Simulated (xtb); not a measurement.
xtb input (GFN1-xTB):

```bash
xtb mol.xyz --gfn 1 --sp --chrg 1 --uhf 0
```
mol.xyz:
```
2

Te    -0.00000000    -0.00000000    -0.03157231
H      0.00000000     0.00000000     1.64175989
```

End of the output:

```
         :::::::::::::::::::::::::::::::::::::::::::::::::::::
         ::                     SUMMARY                     ::
         :::::::::::::::::::::::::::::::::::::::::::::::::::::
         :: total energy              -3.697061827754 Eh    ::
         :: gradient norm              0.011643956162 Eh/a0 ::
         :: HOMO-LUMO gap              0.000000000000 eV    ::
         ::.................................................::
         :: SCC energy                -3.701444458459 Eh    ::
         :: -> electrostatic           0.184207707563 Eh    ::
         :: repulsion energy           0.004553368588 Eh    ::
         :: dispersion energy         -0.000170737883 Eh    ::
         :: halogen bond corr.         0.000000000000 Eh    ::
         :: add. restraining           0.000000000000 Eh    ::
         :: total charge               1.000000000000 e     ::
         :::::::::::::::::::::::::::::::::::::::::::::::::::::

           -------------------------------------------------
          |                Property Printout                |
           -------------------------------------------------

    * Orbital Energies and Occupations

         #    Occupation            Energy/Eh            Energy/eV
      -------------------------------------------------------------
         1        2.0000           -1.5070313             -41.0084
         2        2.0000           -0.8437841             -22.9605
         3        1.0000           -0.7712871             -20.9878 (HOMO)
         4        1.0000           -0.7712871             -20.9878 (LUMO)
         5                         -0.5235920             -14.2477
         6                         -0.3803892             -10.3509
         7                         -0.3803892             -10.3509
         8                         -0.3803892             -10.3509
         9                         -0.3803892             -10.3509
        10                         -0.3796121             -10.3298
        11                          0.1742523               4.7416
      -------------------------------------------------------------
                  HL-Gap            0.0000000 Eh            0.0000 eV
             Fermi-level           -0.7712871 Eh          -20.9878 eV

  Mulliken/CM5 charges         n(s)   n(p)   n(d)
     1Te    0.69815  0.66303   2.000  3.307 -0.005
     2H     0.30185  0.33697   0.698  0.000  0.000

Wiberg/Mayer (AO) data.
largest (>0.10) Wiberg bond orders for each atom

 ---------------------------------------------------------------------------
     #   Z sym  total        # sym  WBO       # sym  WBO       # sym  WBO
 ---------------------------------------------------------------------------
     1  52 Te   0.909 --     2 H    0.909
     2   1 H    0.909 --     1 Te   0.909
 ---------------------------------------------------------------------------

Topologies differ in total number of bonds
Writing topology from bond orders to xtbtopo.mol

 dipole moment from electron density (au)
     X       Y       Z
   0.0000   0.0000   0.7827  total (Debye):    1.989
Note: The following floating-point exceptions are signalling: IEEE_UNDERFLOW_FLAG IEEE_DENORMAL
normal termination of xtb

           -------------------------------------------------
          | TOTAL ENERGY               -3.697061827754 Eh   |
          | GRADIENT NORM               0.011643956162 Eh/α |
          | HOMO-LUMO GAP               0.000000000000 eV   |
           -------------------------------------------------

------------------------------------------------------------------------
------------------------------------------------------------------------
 total:
 SCF:
```
